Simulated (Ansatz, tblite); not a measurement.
Spin states of Cu₂O₂⁺ (the lowest doublet isomer of a short search), each relaxed with PBE-D4/def2-SVP in Ansatz. Electronic energies in the gas phase.

The xTB rows come from tblite. Correlated methods freeze 20 core orbitals. Another isomer (doublet) lies 0.46 eV lower at PBE0-D4/def2-TZVP.

Doublet geometry (D2h within 0.1 Å):

```xyz
4

Cu    0.3512   -1.0808   -0.4922
Cu   -0.3511    1.0808    0.4925
O    -1.0483   -0.6010    0.5716
O     1.0482    0.6011   -0.5719
```

Quartet geometry (D2h within 0.1 Å):

Cartesian coordinates in Å:
```
Cu 0.2838 -0.4232 1.2794
Cu -0.2838 0.4232 -1.2794
O 0.3302 -1.1255 -0.4455
O -0.3302 1.1255 0.4455
```

⟨S²⟩: doublet 1.56 at PBE0-D4/def2-TZVP (pure 0.75), quartet 3.79 at PBE0-D4/def2-TZVP (pure 3.75).

Run but left out: HF/STO-3G, HF/def2-TZVP, r2SCAN-D4/def2-TZVP, B97M-V/def2-TZVP, PBE0-D4/def2-TZVP, r2SCAN0-D4/def2-TZVP, CAM-B3LYP-D4/def2-TZVP, MP2/def2-TZVP, CCSD/def2-TZVP, CCSD(T)/def2-TZVP (doublet: ⟨S²⟩ 1.24 to 4.17, where a pure state has 0.75).

Only these spin states were relaxed. Higher spins weren't run and may lie lower.

(1) Estimate which spin state lies lowest at each of these levels, and by how much: GFN1-xTB; GFN2-xTB; PBE-D4/def2-TZVP; revPBE-D4/def2-TZVP; RPA@PBE/def2-TZVP.

Answers

(1) 
```
              level  quartet − doublet (kcal/mol)  lowest of these
           GFN1-xTB                          34.2          doublet
           GFN2-xTB                          15.8          doublet
   PBE-D4/def2-TZVP                           4.7          doublet
revPBE-D4/def2-TZVP                           3.3          doublet
  RPA@PBE/def2-TZVP                           3.2          doublet
```

The xTB methods have no term that favours high spin, so they put low spin too low.
